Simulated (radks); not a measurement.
The numbers below are computed, except where a source is named.
Problem. Species: O. Configuration: [He] 2s2 2p3 3p1 (not the ground configuration). Code: a radial shooting solver on a logarithmic mesh with Libxc functionals. Model: scalar-relativistic Kohn-Sham, PBE, spin-polarised, spherical densities, finite nucleus; open shells are filled with parallel spins first; Fermi nuclear charge, rms radius 2.6991 fm. Some entries of the table are withheld. Estimate them.

| orbital | occ. | eigenvalue (eV) | <1/r> (bohr^-1) |
|---|---|---|---|
| 1s up | 1 | -528.0929 | (1) |
| 1s down | 1 | -525.9066 | (2) |
| 2s up | 1 | -36.3832 | 1.354 |
| 2s down | 1 | -30.4739 | 1.307 |
| 2p up | 3 | (3) | 1.226 |
| 2p down | 0 | (4) | 1.162 |
| 3p up | 1 | (5) | 0.2079 |

Solution. 
(1) 1s up <1/r> (bohr^-1): 7.626
(2) 1s down <1/r> (bohr^-1): 7.646
(3) 2p up eigenvalue (eV): -21.1823
(4) 2p down eigenvalue (eV): -15.4025
(5) 3p up eigenvalue (eV): -1.5958
